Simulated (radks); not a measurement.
Results of a calculation; reference values are marked as such.
Ionisation of the boron ion B2+, [He] 2s1, to [He] as the strength of local exchange is varied. Code: a radial shooting solver on a logarithmic mesh with Libxc functionals. Model: non-relativistic Kohn-Sham, Slater X-alpha exchange (alpha = 2/3 is LDA exchange), no correlation, spin-polarised, spherical densities, point nucleus; open shells are filled with parallel spins first.

alpha  E(B2+) (hartree)  exchange (hartree)  IE (eV)  -e of the level emptied (eV)  <r> of it (bohr)
0.667         -22.94740            -2.76704   37.172                   31.617 (2s)             1.640
0.839         -23.66741            -3.54368   39.325                   34.118 (2s)             1.591
0.877         -23.82823            -3.71874   39.810                   34.683 (2s)             1.581
0.984         -24.28444            -4.21847   41.192                   36.299 (2s)             1.552
1.023         -24.45197            -4.40310   41.701                   36.898 (2s)             1.542

NIST Atomic Spectra Database: 37.931 eV (measured). The Delta-SCF value meets it near alpha = 0.73.
